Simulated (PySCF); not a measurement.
# UHF on Co⁺ (cobalt, charge +1)

Configuration: [Ar] 3d8, high-spin 3F determinant. Calculation: PySCF 2.14, in pcseg-2 (6s4p3d2f1g, 56 functions); the non-relativistic Hamiltonian (point nucleus).

```
Total energy                                     : -1381.109616 hartree
One-electron energy                              : -1911.9423 hartree
Hartree (Coulomb) energy                         : 588.8589 hartree
Exchange energy                                  : -58.0262 hartree
Kinetic energy                                   : 1382.80448 hartree
⟨S²⟩                                             : 2.0051
⟨L²⟩                                             : 12.030
Sum of ⟨r⟩                                       : 17.31 bohr
Sum of ⟨r²⟩                                      : 19.70 bohr²
Density at the nucleus (Gaussians lack the cusp) : 13200 bohr⁻³
Spin density at the nucleus                      : -0.0283 bohr⁻³
Langevin diamagnetic susceptibility              : -15.6 ×10⁻⁶ cm³/mol
Time after the integrals                         : 0.37 s of wall time on 1 thread of Neoverse-V1 (shared host)
```

```tsv
shell	electrons	mean orbital energy (eV)	spread (eV)	rms radius, mean of both spins (bohr)
1s α	1	-7702.7	0	0.0659
1s β	1	-7702.6	0	0.0659
2s α	1	-949.64	0	0.280
2s β	1	-947.80	0	0.280
2p α	3	-820.66	0	0.250
2p β	3	-818.84	0	0.250
3s α	1	-127.42	0	0.848
3s β	1	-122.53	0	0.848
3p α	3	-87.237	0	0.905
3p β	3	-81.328	0	0.905
3d α	5	-20.960	1.372	1.26
3d β	3	-18.516	0	1.26
```
